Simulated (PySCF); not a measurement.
Exercise with solution: entropy of an ideal gas

BBr3, SMILES Br[B-](Br)Br, charge -1, multiplicity 2.

Geometry optimised at PBE-D3(BJ)/def2-SVPD.

PBE-D3(BJ)/def2-SVPD (PySCF) gives the harmonic wavenumbers 124, 124, 191, 388, 585, 585 cm⁻¹ and the rotational temperatures 0.0529, 0.0529, 0.0266 K. The molar mass is 250.52 g/mol, the symmetry number 3, the spin multiplicity 2.

Q: Work out the entropy at 298.15 K and 1 atm in the rigid-rotor, harmonic-oscillator model.

A: 
Translation (Sackur–Tetrode at 1 atm): S = R[1.5 ln M + 2.5 ln T − 1.16487] = 177.6 J/(mol K).
Rotation: q = (√π/σ) T^1.5/√(θA θB θC) = 353000, S = R[ln q + 3/2] = 118.7 J/(mol K).
Vibration: with u = 1.4388 ν/T, each mode gives R[u/(e^u − 1) − ln(1 − e^−u)]:
```json
[
 {"ν (cm⁻¹)": "124", "modes": "2", "u": "0.60", "S (J/(mol K))": "25.41"},
 {"ν (cm⁻¹)": "191", "modes": "1", "u": "0.92", "S (J/(mol K))": "9.28"},
 {"ν (cm⁻¹)": "388", "modes": "1", "u": "1.87", "S (J/(mol K))": "4.22"},
 {"ν (cm⁻¹)": "585", "modes": "2", "u": "2.82", "S (J/(mol K))": "3.98"}
]
```
These are all the modes. Sum 42.9 J/(mol K).
Spin: R ln 2 = 5.8 J/(mol K).
Total 345.0 J/(mol K); the program's own thermochemistry gives 345.0. Translation makes up 51 % and vibration 12 %. Anharmonicity, hindered rotation and orbital degeneracy are left out.
